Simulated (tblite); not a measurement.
Compound: C₅H₉O₂S (doublet state).
SMILES with atom numbers: `[O:1]=[S:2]1(=[O:3])[CH2:4][CH:5][CH2:6][CH2:7][CH2:8]1` (hydrogens: H9, H10 on C4; H11 on C5; H12, H13 on C6; H14, H15 on C7; H16, H17 on C8)

Cartesian coordinates in Å at the GFN2-xTB level; atoms count from 1:
```xyz
17
C5H9O2S angstrom
O      1.8091   -0.7982   -1.3171
S      1.2897   -0.9827    0.0104
O      2.0524   -1.7957    0.9238
C     -0.5192   -1.5889   -0.0780
C     -1.2417   -0.5545   -0.7518
C     -1.3323    0.7783   -0.1039
C      0.0597    1.4497   -0.0836
C      1.0361    0.6700    0.7664
H     -0.4852   -2.5464   -0.5852
H     -0.7344   -1.7028    0.9817
H     -1.3434   -0.6068   -1.8226
H     -1.6853    0.6838    0.9274
H     -2.0248    1.4208   -0.6484
H      0.4509    1.4987   -1.1015
H     -0.0360    2.4699    0.2989
H      2.0203    1.1305    0.7984
H      0.6769    0.4864    1.7754
```

Level: GFN2-xTB in tblite, geometry and Hessian alike; calculated harmonic values, unscaled, isolated species. Errors from tens to a few hundred cm⁻¹ against measured bands are possible. One conformer, not necessarily the lowest. Open shells enter through the occupations alone, without spin polarisation, and single modes of such species can be off by tens of per cent.

Harmonic wavenumbers (cm⁻¹): 104.8, 170.9, 222.8, 255.5, 303.4, 339.5, 359.0, 382.5, 438.9, 486.2, 517.8, 616.5, 682.8, 799.8, 840.0, 885.1, 918.4, 961.4, 983.4, 1022.2, 1057.4, 1082.6, 1109.7, 1136.0, 1160.7, 1197.3, 1223.1, 1229.0, 1243.8, 1295.2, 1321.9, 1343.8, 1421.4, 1434.0, 1459.8, 1477.6, 2945.2, 2949.1, 2992.6, 2995.9, 3002.3, 3016.4, 3022.6, 3048.9, 3113.5.

A = 2972, B = 1604, C = 1386 MHz; mass 133.032 u (most abundant isotopes); point group C1, symmetry number 1; spin multiplicity 2.

Problem. Zero-point energy?

Solution. ½Σν̃ = 29285 cm⁻¹ = 350.33 kJ/mol.

Problem. What is S at 273.15 K and 1 bar for an ideal gas of classical rigid rotors and harmonic oscillators?

Solution. Translation 168.03, rotation 117.22, vibration 68.92, spin (R ln 2) 5.76: S = 359.9 J/(mol K).

Problem. And Cp and H(273.15 K) − H(0)?

Solution. Cp = 130.70 J/(mol K), of which vibrations give 97.44 (their classical limit is 45 R = 374.2); H(273.15 K) − H(0) = 20.70 kJ/mol without the zero-point energy, 11.62 from vibrations.

Problem. How do the functions run with temperature in this model?

Solution. 
```json
{"T (K)": "150", "S (J/(mol K))": "298.2", "Cp (J/(mol K))": "80.5", "H − H(0) (kJ/mol)": "7.71", "G − H(0) (kJ/mol)": "-37.02", "ln q(vib)": "1.08"}
{"T (K)": "250", "S (J/(mol K))": "348.8", "Cp (J/(mol K))": "121.1", "H − H(0) (kJ/mol)": "17.79", "G − H(0) (kJ/mol)": "-69.41", "ln q(vib)": "2.75"}
{"T (K)": "298.15", "S (J/(mol K))": "371.8", "Cp (J/(mol K))": "141.0", "H − H(0) (kJ/mol)": "24.10", "G − H(0) (kJ/mol)": "-86.76", "ln q(vib)": "3.65"}
{"T (K)": "400", "S (J/(mol K))": "419.0", "Cp (J/(mol K))": "181.1", "H − H(0) (kJ/mol)": "40.54", "G − H(0) (kJ/mol)": "-127.05", "ln q(vib)": "5.67"}
{"T (K)": "600", "S (J/(mol K))": "504.6", "Cp (J/(mol K))": "241.2", "H − H(0) (kJ/mol)": "83.19", "G − H(0) (kJ/mol)": "-219.58", "ln q(vib)": "9.87"}
{"T (K)": "900", "S (J/(mol K))": "613.9", "Cp (J/(mol K))": "296.5", "H − H(0) (kJ/mol)": "164.59", "G − H(0) (kJ/mol)": "-387.90", "ln q(vib)": "16.07"}
```

q(vib) and H(0) count from the zero-point level.

Problem. What must be added to the electronic energy to get the Gibbs energy at 273.15 K and 1 bar?

Solution. ZPE + [H(273.15 K) − H(0)] − T·S = 350.33 + 20.70 − 98.32 = 272.71 kJ/mol.

Problem. Blend soft modes into free rotors: weight 1/[1 + (100 cm⁻¹/ν̃)⁴] for the oscillator and the rest for a rotor with moment μB/(μ + B), μ = h/(8π²ν), B = 10⁻⁴⁴ kg m². What vibrational entropy results?

Solution. 68.15 J/(mol K) in place of 68.92, which changes −T·S at 273.15 K by +0.21 kJ/mol.

Hindered rotation and anharmonicity are outside this model. Other conformers, if any are populated, would add a mixing term that is left out. The structure is chiral; the term R ln 2 for an equal mix with its mirror image is left out.

On one thread, Arm Neoverse V2 (aarch64), no GPU, shared host with 96 logical CPUs at a one-minute load of 64, this took 0.44 s of wall time. This covers the Hessian and the dipole derivatives.
